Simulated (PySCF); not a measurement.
Species: C8H13NS.
Numbering: `[CH2:1]=[CH:2][CH2:3][N:4]([C:5]([CH3:6])=[S:7])[CH:8]1[CH2:9][CH2:10]1`

NICS = −σ at a ghost point: NICS(0) at the centroid of the ring atoms, NICS(1) 1 Å to either side along the normal of their mean plane, zz for the tensor component along that normal. Level: GIAO PBE0/pcSseg-1 (PySCF, non-relativistic, gas phase) on the GFN2-xTB geometry, one conformer.

Ring bond lengths (Å), with Mayer bond orders in brackets: C8–C9 1.506 (0.96), C9–C10 1.496 (0.98), C10–C8 1.498 (0.99).

Q: Give the NICS values of each ring in ppm.

A: 
```csv
ring,type,NICS(0),"NICS(1), two faces","NICS(1)zz, two faces",rms pucker (Å),"centre to ring atoms, mean (Å)"
C8–C9–C10,3-membered carbocycle; formal bonds all single,-41.8,-8.9 / -7.8,-23.1 / -17.2,0.00,0.87
```

Q: What do they say, and how far can they be read as aromaticity?

A: 
- C8–C9–C10: mean NICS(1)zz -20.1 ppm, shielded. C8, C9, C10 have four or more neighbours, so the value isn't read as a sign of a π ring current. The two faces differ by 5.9 ppm, so no symmetry operation interchanges them. NICS(0) lies 33 ppm below the mean NICS(1).

Q: List the ring angles and the Hirshfeld charges of the ring atoms.

A: 
- C8–C9–C10: C8 59.8° (+0.011 e), C9 59.9° (-0.087 e), C10 60.4° (-0.083 e); sum 180.0° against 180° for a flat convex ring.

Q: What are the shieldings of the ring atoms and their hydrogens in the same run (means over atoms taken as equivalent)?

A: 
```csv
atoms,environment,σ isotropic (ppm),"principal values of the symmetric part, first atom (ppm)"
C8,sp3 carbon bound to nitrogen,154.0,"121.8, 134.2, 206.0"
C9 (×2),three-membered-ring carbon,173.7,"141.1, 176.4, 202.5"
H on C8,methine hydrogen,29.09,"23.5, 27.0, 36.8"
H on C9 (×2),methylene hydrogen,30.96,"27.1, 28.4, 38.2"
H on C9 (×2),methylene hydrogen,30.84,"25.7, 26.3, 40.6"
```

Conformer computed: `[CH2:1]=[CH:2][CH2:3][N:4]([C:5]([CH3:6])=[S:7])[CH:8]1[CH2:9][CH2:10]1`: C1–C2–C3–N4 -134°, C2–C3–N4–C5 -124°, C3–N4–C5–C6 174°, C3–N4–C8–C9 109°.
